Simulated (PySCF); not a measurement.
All of these have the formula C8H10S. Method: PySCF 2.14.0, density-fitted response routines, TDDFT CAM-B3LYP/def2-SVPD, vertical, gas phase, core orbitals frozen in the response. Geometries: PBE0-D3(BJ)/def2-SVP; one conformer of each isolated species. Triplets are in the Tamm–Dancoff approximation.

A. `CSC1=CC=CC12CC2`
B. `CCc1ccccc1S`
C. `CSCc1ccccc1`
D. `C/C=C1C=CC\1=C\SC`

Lowest singlet levels (six at most, fewer where fewer were computed) with oscillator strengths:

1. 286 nm (f 0.144); 256 nm (f 0.093); 241 nm (f 0.003); 240 nm (f 0.319); 224 nm (f 0.004); 210 nm (f 0.008)
2. 286 nm (f 0.159); 245 nm (f 0.000); 220 nm (f 0.013); 215 nm (f 0.004); 203 nm (f 0.003); 198 nm (f 0.006)
3. 248 nm (f 0.020); 235 nm (f 0.007); 227 nm (f 0.149); 211 nm (f 0.019); 195 nm (f 0.273); 190 nm (f 0.429)
4. 235 nm (f 0.013); 232 nm (f 0.002); 218 nm (f 0.015); 206 nm (f 0.001); 202 nm (f 0.104); 198 nm (f 0.041); T1 3.99 eV

Problem. Match each spectrum to its molecule.

Solution. 1 = D, 2 = A, 3 = B, 4 = C.
- A: S1 at 4.34 eV, HOMO→LUMO (98%); Löwdin shares by element: HOMO carbon 50% or more, sulfur 28% (atoms not listed hold the other 22%); LUMO carbon 63% or more (atoms not listed hold the other 37%); HOMO -6.71 and LUMO 0.46 eV; point group Cs, 1 of its 6 listed states under f = 0.0005.
- B: S1 at 5.00 eV, HOMO→LUMO (55%), HOMO→LUMO+1 (20%), HOMO-1→LUMO+1 (12%); Löwdin shares by element: HOMO sulfur 38%, carbon 38% or more (atoms not listed hold the other 24%); LUMO carbon 64% or more (atoms not listed hold the other 36%); HOMO -7.50 and LUMO 0.63 eV.
- C: S1 at 5.27 eV, HOMO→LUMO (60%), HOMO→LUMO+2 (9%), HOMO→LUMO+3 (8%); Löwdin shares by element: HOMO sulfur 65%, carbon 16% or more (atoms not listed hold the other 19%); LUMO carbon 62% or more (atoms not listed hold the other 38%); HOMO -7.66 and LUMO 0.51 eV.
- D: S1 at 4.34 eV, HOMO→LUMO (88%); Löwdin shares by element: HOMO carbon 45% or more, sulfur 36% (atoms not listed hold the other 19%); LUMO carbon 70% or more (atoms not listed hold the other 30%); HOMO -6.83 and LUMO 0.22 eV; point group Cs.
A and D have S1 within 0.01 eV of each other; their strongest listed levels stand at 4.34 eV (f 0.159) and 5.16 eV (f 0.319).
